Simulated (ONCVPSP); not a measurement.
# Si (Z = 14): one change to an ONCV potential, before and after

silicon, optimised norm-conserving Vanderbilt (ONCV), made with ONCVPSP 4.0.1 (PBEsol, scalar-relativistic). Core [Ne], reference 3s2 3p1 (charge +1). Waves: 3s: rc 1.55 bohr, ncon 4, nbas 8, qcut 3.9 1/bohr, 2 projectors, debl 2 Ha; 3p: rc 1.60 bohr, ncon 4, nbas 9, qcut 4.4 1/bohr, 2 projectors, debl 1.4 Ha. Local part: polynomial inside 1.05 bohr (lpopt 5, dvloc0 0 Ha). Core correction: polynomial model core, fcfact 0.25.

Change: s: qcut 3.5; p: qcut 3.9.

Cutoffs: the cutoffs (Ha) at which the residual kinetic energy of the hardest occupied pseudo-wave falls to 1 and 0.1 mHa per electron; they do not see the model core or the augmentation charge, which bear on the density cutoff. Errors are all-electron minus pseudo energies relative to the spin-unpolarised reference configuration.

**Question.** Predict the effect on cutoff, ghosts and configuration errors.

**Answer.** The potential gets harder (7.8 Ha and 23 Ha → 13 Ha and 51 Ha); of the 4 tests that both files solve, the error grows in 1 and shrinks in 0 by more than 15 % and 0.3 meV (median size 2.9 → 3.1 meV); neither file shows a bound ghost.

```csv
quantity,base,changed
"cutoff, loose",7.8 Ha,13 Ha
"cutoff, tight",23 Ha,51 Ha
loose cutoff by channel,"s 7.8 Ha, p 3.5 Ha","s 13 Ha, p 3.5 Ha"
bound ghosts,none,none
GHOST(+) flags under 300 eV,s at 85.1 eV,s at 86.6 eV
"error for 3s2 3p2, meV [ΔE -7.71 eV]",+1.5,+1.5
"error for 3s2 3p0, meV [ΔE 15.96 eV]",+4.4,+4.4
"error for 3s1 3p0, meV [ΔE 49.86 eV]",+29,+27
"error for 3s1 3p2, meV [ΔE 7.41 eV]",-1.5,-1.9
s: phases at 1.58 bohr within 0.05 rad from the reference energy up to (Ha; the scan ends near 5),2.9,3.0
p: phases at 1.63 bohr within 0.05 rad from the reference energy up to (Ha; the scan ends near 5),3.4,3.4
"rms error of d²Exc/dni dnj with the model core, mHa",0.39,0.35
```

Base: The cutoffs count occupied waves only; projector 2 of the p channel, the hardest unoccupied one, needs 82 Ha at the loose tolerance. Changed file: The cutoffs count occupied waves only; projector 2 of the p channel, the hardest unoccupied one, needs 85 Ha at the loose tolerance.
